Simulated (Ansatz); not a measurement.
Geometry optimisation, RKS PBE-D4/def2-SVP in Ansatz.

input.yaml

```yaml
crystal:
  periodic: [false, false, false]
  atoms:
    - { symbol: C, position_ang: [-0.0107, 1.6741, 0.3195] }
    - { symbol: C, position_ang: [0.0306, 0.407, 0.0746] }
    - { symbol: Si, position_ang: [-0.0591, -0.9932, 1.0342] }
    - { symbol: C, position_ang: [0.3042, -0.2578, -1.1464] }
    - { symbol: Cl, position_ang: [-1.2139, -0.9777, -1.9583] }
    - { symbol: H, position_ang: [-0.2146, 2.1423, 1.301] }
    - { symbol: H, position_ang: [0.0361, 2.4334, -0.507] }
    - { symbol: H, position_ang: [1.2911, -1.7124, 1.2213] }
    - { symbol: H, position_ang: [-1.1885, -1.8889, 0.9679] }
    - { symbol: H, position_ang: [1.108, -0.8779, -1.3038] }
basis:
  gaussian: { orbitals: def2-SVP }
hamiltonian:
  xc: pbe
  dispersion: d4
relax:
  f_tol: 0.015
  max_steps: 40
output:
  orbitals: {}
```

Launched with:

```bash
$ ansatz run input.yaml --threads 2 --pin off --max-ram 3072MiB --backend cpu --events-out ev --progress --plain --runs-dir out
```

Q: Where does it end, and by what steps?

A: The forces met the threshold. After 14 steps the energy has fallen by 1.884 eV; Cl5 moved furthest, 0.54 Å.

| step | energy less start (eV) | largest force component (eV/Å) | accepted |
| --- | --- | --- | --- |
| 0 | 0.0000 | 4.771 | yes |
| 1 | -0.7862 | 1.910 | yes |
| 2 | -1.0288 | 1.405 | yes |
| 3 | -1.3917 | 1.355 | yes |
| 4 | -1.6471 | 1.257 | yes |
| 5 | -1.7667 | 1.204 | yes |
| 6 | -1.8480 | 0.710 | yes |
| 7 | -1.8222 | 0.811 | no |
| 8 | -1.8805 | 0.118 | yes |
| 9 | -1.8779 | 0.197 | no |
| 10 | -1.8837 | 0.043 | yes |
| 11 | -1.8837 | 0.060 | yes |
| 12 | -1.8840 | 0.029 | yes |
| 13 | -1.8840 | 0.032 | no |
| 14 | -1.8842 | 0.008 | yes |

```xyz
10
Properties=species:S:1:pos:R:3
C -0.111 1.748 0.260
C 0.191 0.446 0.152
Si 0.086 -1.277 0.824
C 0.211 -0.566 -0.944
Cl -1.045 -0.540 -2.218
H -0.192 2.245 1.240
H -0.301 2.363 -0.639
H 1.274 -2.013 1.363
H -1.235 -1.715 1.369
H 1.205 -0.741 -1.404
```

Time of the run: 51 s on 2 threads of Arm Neoverse N1, on a shared host, peak memory 0.15 GiB.
